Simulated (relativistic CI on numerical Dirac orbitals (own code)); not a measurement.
Sensitivity of the levels of V II to α and to the nuclear radius

Method of calculation: Dirac-Coulomb-Breit CI, KLI orbitals optimised for each configuration, valence Slater integrals scaled by 0.85, P86 correlation energy added to each configuration, derivatives by finite differences, QED left out (own radial code, finite nucleus).

Configurations in the expansion (outside the closed core [Ar]): 3d4, 3d3 4s, 3d3 4p, 3d2 4s2, 3d2 4s 4p, 3d3 4d, 3d3 4f, 3d2 4p2. Levels of other configurations are missing.

With x = (α/α₀)² − 1 an excitation energy changes as ω = ω₀ + qx; K = 2q/ω₀ is the relative enhancement. Terms are leading LS components, so labels can repeat. The field-shift factor is F = δν/δ⟨r²⟩ for the transition from the lowest level.

Lowest level 3d4 5D_0.

| Level | ω₀ (cm⁻¹) | q (cm⁻¹) | K | F (GHz/fm²) |
| --- | --- | --- | --- | --- |
| 3d4 5D_1 | 30.0 | 30.11 | 2.01 | 0.00028 |
| 3d4 5D_2 | 88.8 | 88.48 | 1.99 | 0.000825 |
| 3d4 5D_3 | 174.5 | 172 | 1.97 | 0.00161 |
| 3d4 5D_4 | 284.4 | 277.2 | 1.95 | 0.00261 |
| 3d3 4s 5F_1 | 792.8 | -1908 | -4.81 | 0.834 |
| 3d3 4s 5F_2 | 868.1 | -1834 | -4.22 | 0.834 |
| 3d3 4s 5F_3 | 979.8 | -1724 | -3.52 | 0.835 |
| 3d3 4s 5F_4 | 1126.5 | -1581 | -2.81 | 0.836 |
| 3d3 4s 5F_5 | 1306.1 | -1408 | -2.16 | 0.838 |
| 3d3 4s 3F_2 | 7730.9 | -1591 | -0.412 | 0.696 |
| 3d3 4s 3F_3 | 7919.7 | -1403 | -0.354 | 0.696 |
| 3d3 4s 3F_4 | 8161.4 | -1168 | -0.286 | 0.697 |
| 3d4 3P_0 | 12331.5 | -811.6 | -0.132 | 0.297 |

For a near-neutral ion this model can misplace configurations by up to about 10,000 cm⁻¹ (more where the count of f electrons changes) and terms by 10 to 25 % of their spread. Rates follow the energies as ν³ (E1, M1) or ν⁵ (E2), so they and the lifetimes can be off by large factors. The fine structure of a lone outer electron comes out too small, for d and f at times inverted, and misplaced configurations move strength between like terms.
